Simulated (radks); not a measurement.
Isoelectronic series with 10 electrons, each ion in its NIST ground configuration. Calculated with a radial shooting solver on a logarithmic mesh with Libxc functionals: scalar-relativistic Kohn-Sham, PBE, spin-polarised, spherical densities, point nucleus. Total energies (hartree) and mean radii <r> (bohr):

ion,configuration,E (hartree),2p,2s,1s
Mg2+,[Ne],-199.43515,0.6837,0.6949,0.1306
Al3+,[Ne],-240.72122,0.5974,0.6230,0.1202
Si4+,[Ne],-286.05692,0.5312,0.5642,0.1113
P5+,[Ne],-335.44600,0.4785,0.5154,0.1036
S6+,[Ne],-388.89390,0.4356,0.4743,0.09684
Ar8+,[Ne],-507.99391,0.3696,0.4088,0.08568
K9+,[Ne],-573.66226,0.3437,0.3824,0.08100

Estimate the row of Cl7+ ([Ne]).

Answer. E (hartree) -446.40731; 2p 0.3999; 2s 0.4392; 1s 0.09093.
